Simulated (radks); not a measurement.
The numbers below are computed, except where a source is named.
Q: The mean radii <r> (bohr) of the occupied orbitals of an atom or ion are listed with their occupations. Level of theory: scalar-relativistic Kohn-Sham, PBE, spin-polarised, spherical densities, finite nucleus; Fermi nuclear charge, rms radius of each element as measured or else 0.836 A^(1/3) + 0.57 fm (a radial shooting solver on a logarithmic mesh with Libxc functionals).

| orbital | occ. | <r> |
|---|---|---|
| 1s up | 1 | 0.01659 |
| 1s down | 1 | 0.01659 |
| 2s up | 1 | 0.06921 |
| 2s down | 1 | 0.06918 |
| 2p up | 3 | 0.06244 |
| 2p down | 3 | 0.06243 |
| 3s up | 1 | 0.1676 |
| 3s down | 1 | 0.1677 |
| 3p up | 3 | 0.1658 |

Name the element and its charge. Open shells, if any, are filled with parallel spins first.

A: Z = 80, mercury, charge +65: Hg65+ in [Ne] 3s2 3p3. The 1s radius gives Z: for a bare nucleus <r> = (2 gamma + 1)/(2Z) with gamma = sqrt(1 - (Z/c)^2), 0.0164 bohr for Z = 80, and screening makes it slightly larger (0.01659 here). The occupations add up to 15, and the charge is Z minus that.
